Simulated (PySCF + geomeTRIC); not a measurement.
Species: [Mo(NH2)6] (charge 0, multiplicity 1).

Question: Give a relaxed geometry from BP86-D3(BJ)/def2-SVP run with PySCF + geomeTRIC.

Answer: This is not unique; one that fits is the end point of this relaxation, one of several conformers.
Z-matrix (Å, degrees):
```
Mo
N 1 2.0021
H 2 1.0247 1 122.61
H 2 1.0259 3 110.88 1 -162.49
N 1 2.0024 2 87.22 3 -78.08
H 5 1.0247 1 122.59 2 9.30
H 5 1.0259 6 110.87 1 -162.27
N 1 2.0025 2 87.19 3 9.21
H 8 1.0247 1 122.64 2 -78.06
H 8 1.0259 9 110.88 1 -162.39
N 1 2.0025 2 154.29 3 -134.55
H 11 1.0247 1 122.58 2 -134.08
H 11 1.0259 12 110.85 1 -162.04
N 1 2.0025 2 113.07 3 85.68
H 14 1.0247 1 122.59 2 85.74
H 14 1.0259 15 110.85 1 -162.32
N 1 2.0026 2 78.69 3 167.61
H 17 1.0247 1 122.62 2 167.78
H 17 1.0259 18 110.85 1 -162.26
```
